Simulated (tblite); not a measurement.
Compound: C5H9NSi.
SMILES with atom numbers: `[N:1]#[C:2][CH2:3][CH:4]1[CH2:5][SiH2:6][CH2:7]1` (hydrogens: H8, H9 on C3; H10 on C4; H11, H12 on C5; H13, H14 on Si6; H15, H16 on C7)

Structure used (GFN2-xTB), in Å, numbered top down from 1:
```
atom  x, y, z in Å
N1    -3.146    1.623    0.654
C2    -2.472    0.734    0.405
C3    -1.606   -0.370    0.083
C4    -0.256    0.124   -0.443
C5     0.583    0.905    0.590
Si6    2.146   -0.093    0.128
C7     0.731   -1.015   -0.774
H8    -2.101   -0.991   -0.671
H9    -1.458   -0.971    0.986
H10   -0.429    0.742   -1.328
H11    0.581    1.981    0.431
H12    0.233    0.733    1.606
H13    3.093    0.592   -0.749
H14    2.824   -0.816    1.202
H15    0.443   -1.950   -0.293
H16    0.827   -1.218   -1.838
```

Level: GFN2-xTB in tblite, geometry and Hessian alike; calculated harmonic values, unscaled, isolated species. Errors from tens to a few hundred cm⁻¹ against measured bands are possible. Modes of hydrogen on silicon can be 10 to 20 % off. One conformer, not necessarily the lowest.

Harmonic wavenumbers (cm⁻¹): 48.9, 68.8, 132.7, 310.5, 367.2, 389.6, 439.6, 449.8, 475.8, 566.6, 613.2, 690.2, 719.6, 756.6, 775.1, 809.2, 867.5, 923.0, 999.8, 1025.6, 1066.9, 1081.9, 1113.3, 1186.6, 1200.4, 1205.3, 1255.7, 1286.7, 1326.6, 1428.6, 1475.3, 1480.2, 2272.6, 2284.9, 2411.8, 2941.2, 2952.9, 2957.3, 2990.4, 2996.0, 3014.1, 3022.1.

A = 6141, B = 1129, C = 1009 MHz; mass 111.050 u (most abundant isotopes); point group C1, symmetry number 1.

Question: What is the zero-point energy?

Answer: Half the sum of the wavenumbers: 27190 cm⁻¹ = 325.27 kJ/mol.

Question: What is S at 273.15 K and 1 bar for an ideal gas of classical rigid rotors and harmonic oscillators?

Answer: Translation 165.78, rotation 116.98, vibration 78.89: S = 361.6 J/(mol K).

Question: And Cp and H(273.15 K) − H(0)?

Answer: Cp = 125.36 J/(mol K), of which vibrations give 92.11 (their classical limit is 42 R = 349.2); H(273.15 K) − H(0) = 20.64 kJ/mol without the zero-point energy, 11.56 from vibrations.

Question: Which modes carry the vibrational entropy at 273.15 K?

Answer: 48.9 cm⁻¹: 19.62; 68.8 cm⁻¹: 16.80; 132.7 cm⁻¹: 11.46; 310.5 cm⁻¹: 5.09; 367.2 cm⁻¹: 4.02; 389.6 cm⁻¹: 3.66 J/(mol K); the other 36 give 18.25 together.

Question: How do the functions run with temperature in this model?

Answer: 
```
 T (K)  S (J/(mol K))  Cp (J/(mol K))  H − H(0) (kJ/mol)  G − H(0) (kJ/mol)  ln q(vib)
   150          302.6            77.3               8.22             -37.17       2.20
   250          351.0           116.1              17.85             -69.89       3.97
298.15          373.1           135.2              23.90             -87.32       4.87
   400          418.1           172.3              39.61            -127.63       6.84
   600          499.0           226.8              79.89            -219.52      10.85
   900          601.6           278.3             156.31            -385.13      16.69
```

q(vib) and H(0) count from the zero-point level.

Hindered rotation and anharmonicity are outside this model. Other conformers, if any are populated, would add a mixing term that is left out. The structure is chiral; the term R ln 2 for an equal mix with its mirror image is left out.

Time: 0.82 s wall. Hardware: an Intel Xeon Platinum 8259CL at 2.50 GHz with one thread (shared host). This covers the Hessian and the dipole derivatives.
